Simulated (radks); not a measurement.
Values are calculated unless marked as measured or tabulated.
I LIII, 1 electrons, occupied as 1s1. Level of theory: Dirac Kohn-Sham, LB94 model potential, spin-unpolarised, spherical densities, finite nucleus; Fermi nuclear charge, rms radius 4.75 fm (a radial shooting solver on a logarithmic mesh with Libxc functionals).

Radial electron density D(r) = 4 pi r^2 rho(r):

| r (bohr) | D(r) (e/bohr) |
|---|---|
| 0.001188 | 1.172 |
| 0.001384 | 1.520 |
| 0.001611 | 1.964 |
| 0.00186 | 2.495 |
| 0.002165 | 3.197 |
| 0.002521 | 4.075 |
| 0.002911 | 5.099 |
| 0.003389 | 6.416 |
| 0.003946 | 8.006 |
| 0.004593 | 9.894 |
| 0.005305 | 11.97 |
| 0.006176 | 14.44 |
| 0.00719 | 17.17 |
| 0.00837 | 20.05 |
| 0.009666 | 22.80 |
| 0.01125 | 25.50 |
| 0.0131 | 27.76 |
| 0.01525 | 29.26 |
| 0.01761 | 29.71 |
| 0.0205 | 28.96 |
| 0.02387 | 26.84 |
| 0.02757 | 23.67 |
| 0.03209 | 19.41 |
| 0.03736 | 14.71 |
| 0.04349 | 10.18 |
| 0.05023 | 6.511 |
| 0.05848 | 3.603 |
| 0.06808 | 1.728 |
| 0.07925 | 0.7017 |
| 0.09153 | 0.2500 |
| 0.1066 | 0.06757 |

D(r) has 1 maximum, at r = 0.0175 bohr.
